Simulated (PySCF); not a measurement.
## Working with the constants of CaCl

UHF-CCSD(T) constants of CaCl, ²Σ⁺ (doublet), unpaired electrons σ ↑ (PySCF, no relativity, basis sets Ca def2-SVP, Cl def2-SVP; masses 39.9626 and 34.9689 u):

* ωe: 370.3 cm⁻¹
* ωexe: 1.26 cm⁻¹
* Be: 0.14757 cm⁻¹
* αe: 0.000758 cm⁻¹
* D (centrifugal): 9.37e-08 cm⁻¹
* De to Ca + Cl: 3.62 eV

**Question.** Give the vibrational terms G(v) and spacings up to v = 6.

**Answer.** G(v) = ωe(v+½) − ωexe(v+½)².

```json
{"v": "0", "G(v) (cm⁻¹)": "184.8", "G(v) − G(v−1)": "", "Bv (cm⁻¹)": "0.1472"}
{"v": "1", "G(v) (cm⁻¹)": "552.6", "G(v) − G(v−1)": "367.8", "Bv (cm⁻¹)": "0.1464"}
{"v": "2", "G(v) (cm⁻¹)": "917.9", "G(v) − G(v−1)": "365.3", "Bv (cm⁻¹)": "0.1457"}
{"v": "3", "G(v) (cm⁻¹)": "1280.6", "G(v) − G(v−1)": "362.7", "Bv (cm⁻¹)": "0.1449"}
{"v": "4", "G(v) (cm⁻¹)": "1640.8", "G(v) − G(v−1)": "360.2", "Bv (cm⁻¹)": "0.1442"}
{"v": "5", "G(v) (cm⁻¹)": "1998.5", "G(v) − G(v−1)": "357.7", "Bv (cm⁻¹)": "0.1434"}
{"v": "6", "G(v) (cm⁻¹)": "2353.7", "G(v) − G(v−1)": "355.2", "Bv (cm⁻¹)": "0.1426"}
```

**Question.** How well does the Morse estimate ωe²/(4ωexe) reproduce De, and what is D0?

**Answer.** It gives 3.37 eV, 93 % of the computed De. D0 = De − G(0) = 3.62 − 0.02 = 3.60 eV.

Correlated steps freeze 10 core orbitals. Correlated levels converge slowly with the basis: in double zeta they bind strong bonds too weakly, by up to about 1 eV, and carry superposition errors of some tenths. The state is the lowest determinant that a PBE0 search found; another state may lie lower at other levels.
